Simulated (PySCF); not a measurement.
**Core binding energy against partial charge**

Compound: C9H12.
Bonds: C1–C2, C2–C3, C2–C4, C4–C5 (aromatic), C5–C6 (aromatic), C6–C7 (aromatic), C7–C8 (aromatic), C8–C9 (aromatic), C4–C9 (aromatic). Hydrogens: H10, H11, H12 on C1; H13 on C2; H14, H15, H16 on C3; H17 on C5; H18 on C6; H19 on C7; H20 on C8; H21 on C9.

Binding energies: delta-SCF UKS SCAN, pcX-2 on the ionised atom, pcseg-1 elsewhere, spin-free X2C (PySCF 2.14.0). Charges: PBE0/pcSseg-1 ground-state density, for the ionised atom.

| atom | environment | C 1s (eV) | Mulliken (e) | IAO (e) | Hirshfeld (e) | ESP (e) |
| --- | --- | --- | --- | --- | --- | --- |
| C5 | aromatic CH carbon | 289.92 | -0.030 | -0.159 | -0.051 | -0.270 |
| C7 | aromatic CH carbon | 289.96 | -0.086 | -0.157 | -0.055 | -0.233 |
| C4 | substituted aromatic carbon | 290.03 | -0.211 | +0.009 | +0.011 | +0.180 |
| C6 | aromatic CH carbon | 290.05 | -0.083 | -0.147 | -0.051 | -0.072 |
| C1 | methyl carbon | 290.35 | -0.206 | -0.404 | -0.115 | -0.508 |
| C2 | benzylic-type carbon | 290.56 | -0.274 | -0.095 | -0.018 | +0.353 |

Question: Give the correlation coefficient and slope of binding energy on charge for each scheme.

Answer: ESP: r = 0.33, slope 0.3 eV per e; Hirshfeld: r = -0.11, slope -0.7 eV per e; IAO: r = -0.26, slope -0.5 eV per e; Mulliken: r = -0.84, slope -2.2 eV per e. On 6 points no scheme stands out.

Question: The point-charge model writes a binding energy as kq + V + constant, with V the potential of the other atoms' charges at the site. What does it give with the Hirshfeld charges?

Answer: V = Σ 14.40 eV Å × q/r over all other atoms: +0.11 eV at C5, +0.05 eV at C7, -0.92 eV at C4, +0.02 eV at C6, +1.35 eV at C1, -0.35 eV at C2. Fitting binding energy − V to q gives k = 16.8 eV per e and leaves an rms residual of 0.17 eV, against 0.23 eV for the fit on q alone. The model has no term for differences in relaxation between sites.

The unrestricted hole states depart most from a pure doublet (⟨S²⟩ = 0.75; over 0.85 named) for C 1s of C4 (0.86), which makes this value less certain. Geometry: PBE0-D3(BJ)/def2-SVP, one conformer, isolated molecule.

Shape of the structure used: `[CH3:1][CH:2]([CH3:3])[c:4]1[cH:5][cH:6][cH:7][cH:8][cH:9]1`: C1–C2–C4–C5 -63°.
